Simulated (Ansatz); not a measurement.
**Question.** Name a neutral molecule of B, N, S, Si and H with size of the dipole moment (B3LYP/def2-TZVPP) between 0.25 and 0.55 D and HOMO energy (B3LYP/def2-TZVPP) between -7.55 and -7.25 eV (Ansatz, PBE0-D4/def2-TZVP geometry).

**Answer.** `BN[SiH]([SiH3])S` (0.53 D, -7.26 eV). Other molecules can fit too; these were computed, each in one conformer that needn't be the lowest.

B3LYP here is the variant with VWN-RPA as its local correlation; programs differ in this.
